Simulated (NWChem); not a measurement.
Molecule: C2H4O3Si; SMILES O[Si]1(O)C=CO1

```xyz
10

O      1.2534     1.3858     0.2188
Si    -0.0293     0.3505     0.1109
O     -1.3588     1.2917    -0.0865
C     -0.2236    -1.1960     1.0801
C      0.0183    -1.7994    -0.1001
O      0.2476    -0.8579    -1.1053
H      2.1259     0.9852     0.0943
H     -1.2044     2.1514    -0.5044
H     -0.4482    -1.6387     2.0382
H      0.0614    -2.8423    -0.4081
```
Atoms are numbered in this order, from 1.

Results from NWChem. Pople sets run with spherical d functions. The geometry was optimised at B3LYP/6-31G* (spherical d). B3LYP is NWChem's, with the RPA form of VWN correlation. Level: B3LYP/6-31G* with SMD (1 M gas to 1 M solution), gas-phase geometry. Reactions with the solvent are ignored.

Predict the results for solvent water. Quantities: solvation free energy (kcal/mol); cavity-dispersion-structure term (kcal/mol); dipole in solution (D).


- solvation free energy (kcal/mol): -10.0
- cavity-dispersion-structure term (kcal/mol): 3.6
- dipole in solution (D): 1.90
